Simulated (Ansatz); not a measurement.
Input file for Ansatz (a program for electronic structure): R-CCSD(T)/def2-SVP on AsH4In (SMILES [AsH2][InH2]), a point of a torsion scan. Elements past Kr take the def2 small-core potentials; no spin–orbit coupling. The run froze 23 orbitals, filled d shells among them.

Ansatz 0.2 input:
```yaml
crystal:
  periodic: [false, false, false]
  atoms:
    - {symbol: As, position_ang: [-1.54637746, -0.26005810, -0.73071259]}
    - {symbol: In, position_ang: [0.95733884, 0.31427775, -0.32043583]}
    - {symbol: H, position_ang: [-1.88471212, 1.07082890, -0.09589004]}
    - {symbol: H, position_ang: [-1.55921305, -0.88743643, 0.64202105]}
    - {symbol: H, position_ang: [1.86925861, -0.09730198, 1.13748736]}
    - {symbol: H, position_ang: [2.04338453, 1.19171217, -1.40507343]}
basis:
  gaussian:
    orbitals: def2-SVP
magnetization: {spin_polarized: false}
correlation: {method: ccsd_t, electrons: outside_noble_gas}
scf: {lower_state_search: off}
```

Output:

```
WARN ansatz: RAYON_NUM_THREADS=1 ignored (pool sized by the plan → 1); use --threads N
Functional definition: HF
these checks for a lower state are left out or cut short: stability, starts, cluster_reference, orbital_swaps, neighbouring_geometries, increment
integrals: 0.07 GiB planned
858 factors; integrals over basis functions are off by at most 1.2e-3 eV
mean field: 0.19 GiB planned
mean field evaluation 1: about -65998.6658 eV, gradient 1.1e1 eV
mean field evaluation 2: about -65998.6731 eV, gradient 1.1e1 eV
mean field evaluation 4: about -65999.3717 eV, gradient 1.3e0 eV
mean field evaluation 8: about -65999.3820 eV, gradient 1.2e-4 eV
mean field -65999.38203285 eV, -2425.4325537192 hartree, gradient 8.6e-6 eV, S^2 0.000000; 0 other end points of the search recorded, 0 dependent functions left out
23 core orbitals not correlated
reference -65999.38203285 eV, -2425.4325537192 hartree; 6, 6 occupied and 49, 49 virtual orbitals, 858 factors
second order -4.84873804 eV of doubles, -0.00000000 eV of singles
coupled cluster: 0.14 GiB planned
cycle   1  -5.59271069 eV  change   -7.4e-1 eV  update   7.0e-2
cycle   2  -5.87742333 eV  change   -2.8e-1 eV  update   2.6e-2
cycle   3  -5.89325475 eV  change   -1.6e-2 eV  update   6.8e-3
cycle   4  -5.89174952 eV  change    1.5e-3 eV  update   2.4e-3
cycle   5  -5.89117063 eV  change    5.8e-4 eV  update   7.9e-4
cycle   6  -5.89100577 eV  change    1.6e-4 eV  update   2.8e-4
cycle   7  -5.89102488 eV  change   -1.9e-5 eV  update   1.0e-4
cycle   8  -5.89104306 eV  change   -1.8e-5 eV  update   3.6e-5
cycle   9  -5.89103570 eV  change    7.4e-6 eV  update   1.4e-5
perturbative correction -0.15513322 eV, -0.0057010407 hartree
Total energy: -66005.42820177 eV, -2425.6547463289 hartree
Checks for a lower state left out: stability, starts, cluster_reference, orbital_swaps, neighbouring_geometries, increment
```

The calculation finished and met its thresholds.

Cost: very roughly 3 core-seconds.
